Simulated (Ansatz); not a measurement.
C2H2BF3, SMILES F/C=C\B(F)F.

Geometry: PBE-D3(BJ)/def2-SVP. The structure was generated by enumeration; whether it is a known compound was not checked. The values are those of a single conformer.

Two levels are set side by side: PBE/def2-SVPD (Ansatz, a first-principles code) and CAM-B3LYP/def2-SVPD (Ansatz). Energy differences of separate SCF runs at the same geometry; the states with an electron removed or added have multiplicity 2 and 2. Differences are taken from unrounded values.

| quantity | PBE |
|---|---|
| vertical ionisation energy (eV) | 10.87 |
| vertical singlet–triplet gap (eV) | 3.88 |

**Question.** These are the PBE values. What does CAM-B3LYP give? (An estimate is asked for; the answer gives what the named calculation found.)

**Answer.** 
```csv
quantity,CAM-B3LYP,PBE minus CAM-B3LYP
vertical ionisation energy (eV),11.03,-0.16
vertical singlet–triplet gap (eV),3.82,0.06
```

Here PBE gives about what the other level gives.
